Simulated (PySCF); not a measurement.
C₆H₉NSi.
SMILES: `[SiH3]Cc1cccnc1`

The calculation used TDDFT CAM-B3LYP/def2-SVPD, vertical, gas phase, core orbitals frozen in the response in PySCF 2.14.0, density-fitted response routines. Isolated species at its PBE0-D3(BJ)/def2-SVP geometry (one conformer only). Torsions of this conformer, `[SiH3:1][CH2:2][c:3]1[cH:4][cH:5][cH:6][n:7][cH:8]1`: Si1–C2–C3–C4 -85°.

Broadening: Gaussians 0.25 eV wide at half height, area fixed by f = 4.319×10⁻⁹ ∫ε dν̃. The cross-section is σ = 3.8235×10⁻²¹ ε cm², given in Mb (10⁻¹⁸ cm²). The width is an assumption, not a result. The curve ends short of the highest state used, and states not computed would add to its high-energy end.

(λ (nm), σ (Mb)): (176.4, 228.93), (178.5, 89.56), (180.7, 22.51), (182.8, 6.38), (184.9, 2.34), (187.1, 0.68), (189.2, 0.14), (191.3, 0.05), (193.5, 0.33), (195.6, 2.21), (197.7, 9.40), (199.9, 27.28), (202.0, 50.40), (204.2, 64.47), (206.3, 57.14), (208.4, 36.55), (210.6, 16.47), (212.7, 5.73), (214.8, 1.53), (217.0, 0.33), (219.1, 0.28), (221.2, 0.95), (223.4, 3.07), (225.5, 7.32), (227.6, 13.72), (229.8, 20.71), (231.9, 24.52), (234.0, 23.61), (236.2, 18.44), (238.3, 12.20), (240.4, 7.12), (242.6, 4.00), (244.7, 2.74), (246.8, 2.33), (249.0, 2.08), (251.1, 1.74), (253.2, 1.28), (255.4, 0.81), (257.5, 0.45), (259.6, 0.23), (261.8, 0.09), (263.9, 0.04), (266.0, 0.01), (268.2, 0.00)

**Question.** Where are the band maxima, and which computed states make them?

**Answer.** 233 nm (5.33 eV), ε about 6500, made up of S2 (99%); 205 nm (6.06 eV), ε about 17000, made up of S4 (100%) (ε in L mol⁻¹ cm⁻¹; maxima over ε = 5, shares over 10%). At its high-energy end, 7.03 eV, the curve is still rising (ε about 61000, from S6 and S7). The states used: S1 5.00 eV (f 0.0049); S2 5.33 eV (f 0.060); S3 5.43 eV (f 0.0006); S4 6.06 eV (f 0.157); S5 6.83 eV (f 0.010); S6 7.10 eV (f 0.424); S7 7.17 eV (f 0.488); S8 7.41 eV (f 0.0086); S9 7.47 eV (f 0.0085); S10 7.63 eV (f 0.0080).

**Question.** What would ε be at 6.06 eV, the highest of these maxima, with half the width (0.125 eV)?

**Answer.** About 33800 L mol⁻¹ cm⁻¹ against 16900, a factor of about 2.00; a lone state at its own centre would give exactly 2.

**Question.** Coming from long wavelengths, where does ε first pass 100 L mol⁻¹ cm⁻¹?

**Answer.** At about 258 nm (4.81 eV), 0.19 eV below S1.

**Question.** On this curve, what absorbance would a 10⁻⁵ mol/L sample give at 248 nm over a 1 cm path?

**Answer.** 248 nm is 4.999 eV, where ε is about 580 L mol⁻¹ cm⁻¹, so A = ε c l ≈ 0.0058 (Beer–Lambert, with the gas-phase spectrum and the assumed width).

The vertical ionisation energy (ΔSCF) is 9.04 eV, 1.41 eV above S10.
